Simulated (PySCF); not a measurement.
Point-charge models of `C=CC1=C(F)CP(C[SiH3])C1` against its computed dipole.

Coordinates (GFN2-xTB, Å) and charges (e) from the PBE0/pcSseg-1 density (PySCF):

| atom | x | y | z | Mulliken | IAO | Hirshfeld | ESP-fitted |
| --- | --- | --- | --- | --- | --- | --- | --- |
| C1 | -2.774 | 1.525 | -0.248 | -0.1219 | -0.3199 | -0.0979 | -0.3256 |
| C2 | -2.078 | 0.546 | -0.818 | -0.0942 | -0.1408 | -0.0492 | -0.3801 |
| C3 | -1.089 | -0.271 | -0.149 | -0.4041 | -0.0604 | -0.0261 | +0.1247 |
| C4 | -0.452 | -1.298 | -0.721 | +0.3271 | +0.2784 | +0.0911 | -0.0056 |
| F5 | -0.668 | -1.683 | -1.997 | -0.2716 | -0.2677 | -0.0760 | -0.1847 |
| C6 | 0.519 | -2.099 | 0.071 | -0.3939 | -0.4720 | -0.1270 | +0.1803 |
| P7 | 0.834 | -1.082 | 1.606 | +0.3820 | +0.5108 | +0.1564 | -0.4163 |
| C8 | 2.128 | 0.073 | 0.955 | -0.7368 | -0.7309 | -0.2058 | -0.2937 |
| Si9 | 1.952 | 0.974 | -0.723 | +0.4970 | +0.5828 | +0.2929 | +0.3104 |
| C10 | -0.700 | -0.058 | 1.286 | -0.3193 | -0.4437 | -0.1157 | +0.2971 |
| H11 | -2.655 | 1.789 | 0.789 | +0.1158 | +0.1446 | +0.0432 | +0.1242 |
| H12 | -3.497 | 2.096 | -0.804 | +0.1204 | +0.1566 | +0.0488 | +0.1787 |
| H13 | -2.233 | 0.307 | -1.862 | +0.0888 | +0.1575 | +0.0442 | +0.2339 |
| H14 | 1.443 | -2.297 | -0.478 | +0.1597 | +0.1598 | +0.0476 | +0.0518 |
| H15 | 0.085 | -3.066 | 0.349 | +0.1783 | +0.1668 | +0.0470 | +0.0379 |
| H16 | 2.263 | 0.819 | 1.745 | +0.1769 | +0.1622 | +0.0423 | +0.1453 |
| H17 | 3.051 | -0.514 | 0.946 | +0.1766 | +0.1618 | +0.0416 | +0.1569 |
| H18 | 1.890 | 0.018 | -1.827 | -0.0658 | -0.1186 | -0.0788 | -0.0626 |
| H19 | 3.172 | 1.777 | -0.858 | -0.0821 | -0.1199 | -0.0840 | -0.1223 |
| H20 | 0.793 | 1.866 | -0.726 | -0.0603 | -0.1134 | -0.0786 | -0.0696 |
| H21 | -0.495 | 0.990 | 1.511 | +0.1544 | +0.1480 | +0.0425 | +0.0307 |
| H22 | -1.502 | -0.391 | 1.952 | +0.1731 | +0.1580 | +0.0405 | -0.0110 |

Problem. Compute μ = Σ q r for each scheme (1 e·Å = 4.803 D) and compare with the dipole of the full density.

Solution. The full density gives (0.19, 0.40, 0.72) D, 0.85 D in size; dipole vectors point from the negative to the positive end.

```
    scheme    μx     μy    μz  size (D)  share of the full size (%)  angle to the full dipole (°)
  Mulliken  1.14   1.06  3.28      3.63                         428                            12
       IAO  0.91  -0.08  3.27      3.40                         401                            29
 Hirshfeld  0.21  -0.50  1.32      1.43                         168                            49
ESP-fitted  0.25   0.35  0.82      0.93                         110                             6
```

Problem. Which set comes closest?

Solution. Length of the difference vector: ESP-fitted 0.12 D, Hirshfeld 1.08 D, IAO 2.69 D, Mulliken 2.80 D. Closest: ESP-fitted. The schemes that divide the density aren't constrained to reproduce the dipole.

Problem. What is left for the Hirshfeld atoms' own dipoles?

Solution. The shares of the density sum to the whole, so what Σ q r misses lies in dipoles about the nuclei. The atomic dipoles sum to (0.19, 0.40, 0.72) − (0.21, -0.50, 1.32) = (-0.02, 0.90, -0.60) D, 1.08 D in size.

Problem. With the origin at the mean of the coordinates, (0.000, 0.001, 0.000) Å, which are the largest single terms, by size, of the IAO dipole along the direction of the full one?

Solution. C8 -4.64, F5 +3.40, P7 +2.57, C10 -1.95, H16 +1.85 D; all 22 atoms together +2.96 D. The single terms depend on the origin, their sum doesn't.

Problem. Give the size of the full dipole in other units.

Solution. 0.85 D = 0.333 au = 0.176 e·Å = 2.83 × 10⁻³⁰ C·m.

Isolated species at its GFN2-xTB geometry (one conformer only).

The run behind these numbers computed NMR shieldings as well. Cost: about 2.7 min of CPU time on one thread; the machine was shared, so the figure is rough.
